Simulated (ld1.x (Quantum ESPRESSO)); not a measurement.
# What the settings do to the PAW potential of nitrogen (N)

Base potential:

N, PAW, made with ld1.x (Quantum ESPRESSO) 7.5 (PBEsol, scalar-relativistic). Core [He], reference 2s1.5 2p3.5. Waves: 2s (bound): rcut 1.00, rcutus 1.15 bohr; 2s channel at -0.45 Ry: rcut 1.00, rcutus 1.15 bohr; 2p (bound): rcut 1.45, rcutus 2.00 bohr; 2p channel at -0.2 Ry: rcut 1.45, rcutus 2.00 bohr. Local part: all-electron potential smoothed inside 1.95 bohr (lloc = -1). Core correction: Bessel-smoothed model core inside 0.90 bohr. Augmentation charge: PSQ, inside the norm-conserving radii.

Cutoffs, loose and tight: the cutoffs (Ry, on a coarse ladder) from which the occupation-weighted sum of valence levels, in a spherical-Bessel basis at the reference potential, stays within 10 and 1 mRy of its value at 400 Ry. They do not see the model core or the augmentation charge, which bear on the density cutoff. Test errors are all-electron minus pseudo excitation energies from the reference, over the configurations 2s2 2p3; 2s2 2p2; 2s2 2p1; 2s2 2p0; 2s1 2p4; 2s2 2p3.3; 2s2 2p2.5. A dash means not determined; rows that change the core or the reference have their own tests. The largest error is taken over the tests solved by every variant that gives reliable tests at all: 2s2 2p1; 2s2 2p2; 2s2 2p3.

| change | outcome | cutoff, loose | cutoff, tight | bound ghosts | largest test error (meV) |
| --- | --- | --- | --- | --- | --- |
| base | generated | 18 Ry | 30 Ry | none | -8.0 |
| local potential all-electron potential smoothed inside 1.00 bohr (lloc = -1) | generated | 18 Ry | 30 Ry | none | -8.5 |
| wave 2p channel at -0.2 Ry: rcut 1.45, rcutus 2.00 bohr becomes 2p channel at -0.28 Ry: rcut 1.45, rcutus 2.00 bohr | generated | 18 Ry | 30 Ry | none | -5.4 |
| non-relativistic | generated | 18 Ry | 30 Ry | none | -7.5 |
| core correction Bessel-smoothed model core inside 0.52 bohr | generated | 18 Ry | 30 Ry | none | -5.7 |
| local potential all-electron potential smoothed inside 1.10 bohr (lloc = -1) | generated | 18 Ry | 30 Ry | none | -9.0 |

What comes out with this change to the base: type RRKJ; waves now 2s (bound): rc 1.15 bohr; 2p (bound): rc 2.00 bohr; local potential all-electron potential smoothed inside 1.65 bohr (lloc = -1)?

outcome: generated; cutoff, loose: 55 Ry; cutoff, tight: 80 Ry; bound ghosts: none; largest test error (meV): +643.

What comes out with this change to the base: waves 2s (bound): rcut 1.00, rcutus 1.74 bohr; 2s channel at -0.45 Ry: rcut 1.00, rcutus 1.74 bohr?

outcome: generated; cutoff, loose: 18 Ry; cutoff, tight: 21 Ry; bound ghosts: none; largest test error (meV): +1.4.
